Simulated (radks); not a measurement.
Lu3+, configuration [Xe] 4f14. Calculated with a radial shooting solver on a logarithmic mesh with Libxc functionals: non-relativistic Kohn-Sham, revTPSS, spin-unpolarised, spherical densities, point nucleus; meta-GGA in the generalised Kohn-Sham scheme; relativity is left out, which matters for an element this heavy.

Normalised radial functions P(r) = r R(r), r in bohr:

```
   r/bohr * 4d, o 5p (the largest magnitude, 1.5, reaches the edge; | marks zero, & curves that meet)
 0.002488                             &
 0.002851                             &
 0.003266                             &
 0.003772                             &
 0.004322                             &
 0.004991                             &
 0.005718                             &
 0.006551                             &
 0.007566                             *o
 0.008668                             *o
  0.01001                             *o
  0.01147                             *o
  0.01314                             *o
  0.01517                             * o
  0.01739                             * o
  0.02008                             |*o
    0.023                             |* o
  0.02635                             |* o
  0.03044                             | *o
  0.03487                             |  *o
  0.04027                             |   &
  0.04614                             |   o*
  0.05286                             |   o *
  0.06104                             |  o    *
  0.06994                             | o       *
  0.08013                             |o          *
  0.09254                            o|            *
    0.106                           o |              *
   0.1224                         o   |               *
   0.1403                        o    |              *
   0.1607                       o     |            *
   0.1856                        o    |        *
   0.2126                         o   |   *
   0.2456                          * o|
   0.2814                   *         |  o
   0.3223            *                |     o
   0.3723       *                     |       o
   0.4265   *                         |        o
   0.4926  *                          |      o
   0.5643   *                         |   o
   0.6465       *                    o|
   0.7467           *           o     |
   0.8554                * o          |
   0.9879              o     *        |
    1.132            o           *    |
    1.297            o             *  |
    1.498             o             * |
    1.716                o           *|
    1.982                   o         *
     2.27                      o      *
    2.601                        o    *
    3.004                          o  *
    3.441                            o*
    3.974                            o*
    4.553                             &
```

4d: eigenvalue -220.26 eV, 1 radial node at r = 0.233 bohr, <r> = 0.550 bohr, 90 % of the charge inside 0.826 bohr. 5p: eigenvalue -56.082 eV, 3 radial nodes at r = 0.0881, 0.253, 0.633 bohr, <r> = 1.42 bohr, 90 % of the charge inside 2.06 bohr.
